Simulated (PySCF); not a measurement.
**[Au(H2O)2]+ at several levels of theory**

Computed with PySCF 2.14.0 (density fitting, no spin-orbit coupling) at the geometry relaxed with B3LYP:

```xyz
7
[Au(H2O)2]+ (singlet)
Au    0.0308    0.0278    0.0021
O    -0.0400    0.0328    2.0853
H     0.7209    0.3752    2.5846
H    -0.3841   -0.7476    2.5521
O     0.1024    0.1006   -2.0796
H     0.4538   -0.6592   -2.5741
H    -0.6565    0.4595   -2.5703
```

| level | basis | state | HOMO (eV) | gap (eV) | charge on Au1 (e) | dipole about the centre of mass (D) | largest force component (eV/Å) |
| --- | --- | --- | --- | --- | --- | --- | --- |
| B3LYP | Au def2-SVP with ECP60, O def2-SVP, H def2-SVP | singlet | -12.84 | 6.06 | 0.40 | 1.43 | 0.01 |
| B3LYP | Au def2-TZVP with ECP60, O def2-TZVP, H def2-TZVP | singlet | -12.87 | 5.93 | 0.53 | 1.43 | 0.25 |
| B3LYP | Au x2c-SVPall, O x2c-SVPall, H x2c-SVPall | singlet | -12.99 | 6.06 | 0.32 | 1.41 | 0.03 |

Charges are Mulliken's, which hang on the basis. The relaxation used the grid (50, 194), these runs (75, 302) or, all-electron (x2c bases, spin-free X2C Hamiltonian), (99, 590).

Question: Order these levels, in the first row's basis, by the HOMO–LUMO gap they give here, smallest first.
A. BP86
B. TPSS
C. BLYP
D. wB97X

Answer: C (4.09 eV), A (4.20 eV), B (4.30 eV), D (11.36 eV).

Question: And their other results?

Answer: 
```
level    state  HOMO (eV)  gap (eV)  charge on Au1 (e)  dipole about the centre of mass (D)  largest force component (eV/Å)
wB97X  singlet     -15.44     11.36               0.44                                 1.45                            0.20
 BP86  singlet     -11.88      4.20               0.34                                 1.39                            0.51
 TPSS  singlet     -11.69      4.30               0.36                                 1.39                            0.43
 BLYP  singlet     -11.62      4.09               0.33                                 1.38                            0.39
```

In the first row's basis the gap widens with exact exchange: 4.1 to 4.3 eV for BLYP, BP86, TPSS (none); 6.1 eV for B3LYP (a fixed share); 11.4 eV for wB97X (rising or full at long range).
